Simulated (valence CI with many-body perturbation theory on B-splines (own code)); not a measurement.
**Energy levels of Nd⁵³⁺**

Computed by configuration interaction combined with many-body perturbation theory (CI+MBPT): five valence electrons over a frozen Dirac-Fock core [He], radial functions for each j: 9 s, 9 p, 8 d, 6 f, 3 g, 1 h, with the one-electron correlation potential Σ1, the two-electron term Σ2, the three-electron term Σ3, Breit, model QED; selected CI, second order for the rest (own B-spline code, finite nucleus).

No measured spectrum was set against this ion. As an estimate, large intervals hold to a few tenths of a per cent, small ones and those within an open d or f shell to about a per cent. Among the levels kept, up to 1200 cm⁻¹ of a level comes from second order outside the variational space, and about a tenth of that is noise between levels of different J, which matters for small intervals.

Levels 46 to 76 of 76, with energies above the lowest level, (2s^2 2p1/2^2 2p3/2) J=3/2. "Leading %" is the weight of the configuration and term that name the level; weights of strongly mixed levels are sums over their largest components and can fall short. In the jj column 3d3/2^4 stands for four electrons in 3d with j = 3/2. Lifetimes count E1, E2, E3, M1 and M2 decay at the calculated energies, and are blank where another channel may lead or the interval is too uncertain; long ones can be off by a factor of two.

```
No.  Configuration  Term    J  E (Ry)  Leading %  Lifetime                      Leading jj
 46     2s2 2p2 3d    2D  5/2  484.95         31   1.84 fs   2s^2 2p1/2 2p3/2 3d3/2 (87 %)
 47     2s2 2p2 3d    2D  3/2  485.05         42   1.34 fs   2s^2 2p1/2 2p3/2 3d3/2 (86 %)
 48     2s2 2p2 3d    2P  1/2  485.36         27   1.07 fs   2s^2 2p1/2 2p3/2 3d3/2 (77 %)
 49     2s2 2p2 3d    4D  7/2  485.66         46   55.2 fs   2s^2 2p1/2 2p3/2 3d5/2 (98 %)
 50     2s2 2p2 3d    2P  3/2  486.73         18   3.28 fs   2s^2 2p1/2 2p3/2 3d5/2 (67 %)
 51     2s2 2p2 3d    2F  5/2  486.98         42   1.55 fs   2s^2 2p1/2 2p3/2 3d5/2 (93 %)
 52      2s 2p3 3p    2P  1/2  487.00         25   22.8 fs   2s 2p1/2^2 2p3/2 3p1/2 (76 %)
 53     2s2 2p2 3d    2G  9/2  487.00         63   24.3 ps  2s^2 2p1/2 2p3/2 3d5/2 (100 %)
 54     2s2 2p2 3d    4P  3/2  487.00         19   4.29 fs   2s 2p1/2^2 2p3/2 3p1/2 (58 %)
 55     2s2 2p2 3d    2D  5/2  488.04         61   1.13 fs   2s^2 2p1/2 2p3/2 3d5/2 (96 %)
 56     2s2 2p2 3d    2F  7/2  488.54         67   1.05 fs   2s^2 2p1/2 2p3/2 3d5/2 (96 %)
 57     2s2 2p2 3d    2D  3/2  488.80         58   1.57 fs   2s^2 2p1/2 2p3/2 3d5/2 (99 %)
 58     2s2 2p2 3d    2P  1/2  489.11         60   1.44 fs   2s^2 2p1/2 2p3/2 3d5/2 (98 %)
 59      2s 2p3 3p    4D  7/2  493.09         47    339 fs   2s 2p1/2^2 2p3/2 3p3/2 (98 %)
 60      2s 2p3 3p    4P  3/2  493.65         33   7.08 fs   2s 2p1/2^2 2p3/2 3p3/2 (98 %)
 61      2s 2p3 3p    4P  5/2  494.67         38   7.58 fs   2s 2p1/2^2 2p3/2 3p3/2 (98 %)
 62      2s 2p3 3p    2P  1/2  494.95         38   4.23 fs   2s 2p1/2^2 2p3/2 3p3/2 (98 %)
 63      2s 2p3 3p    2D  5/2  498.54         30   9.67 fs   2s 2p1/2^2 2p3/2 3p3/2 (98 %)
 64      2s 2p3 3d   4D°  5/2  498.88         30   17.0 fs   2s 2p1/2^2 2p3/2 3d3/2 (98 %)
 65      2s 2p3 3d   4D°  3/2  499.15         28   8.02 fs   2s 2p1/2^2 2p3/2 3d3/2 (98 %)
 66      2s 2p3 3d   4F°  7/2  499.31         24    925 fs   2s 2p1/2^2 2p3/2 3d3/2 (91 %)
 67      2s 2p3 3d   4P°  1/2  499.33         45   21.4 fs   2s 2p1/2^2 2p3/2 3d3/2 (98 %)
 68      2s 2p3 3p    2P  3/2  499.48         32   11.0 fs   2s 2p1/2^2 2p3/2 3p3/2 (98 %)
 69      2s 2p3 3p    4P  1/2  499.76         42    119 fs   2s 2p1/2^2 2p3/2 3p3/2 (98 %)
 70     2s2 2p2 3s    4P  5/2  501.13         62   32.8 fs          2s^2 2p3/2^2 3s (98 %)
 71      2s 2p3 3d   4F°  9/2  501.70         49   19.8 ps   2s 2p1/2^2 2p3/2 3d5/2 (99 %)
 72     2s2 2p2 3s    2P  3/2  501.70         54   8.82 fs          2s^2 2p3/2^2 3s (99 %)
 73      2s 2p3 3d   2D°  3/2  502.98         27   7.42 fs   2s 2p1/2^2 2p3/2 3d5/2 (56 %)
 74      2s 2p3 3d   4D°  5/2  503.13         31   2.21 fs   2s 2p1/2^2 2p3/2 3d5/2 (98 %)
 75      2s 2p3 3d   4D°  7/2  503.71         41   1.22 fs   2s 2p1/2^2 2p3/2 3d5/2 (90 %)
 76      2s 2p3 3d   2F°  5/2  504.28         34   17.8 fs   2s 2p1/2^2 2p3/2 3d3/2 (98 %)
```
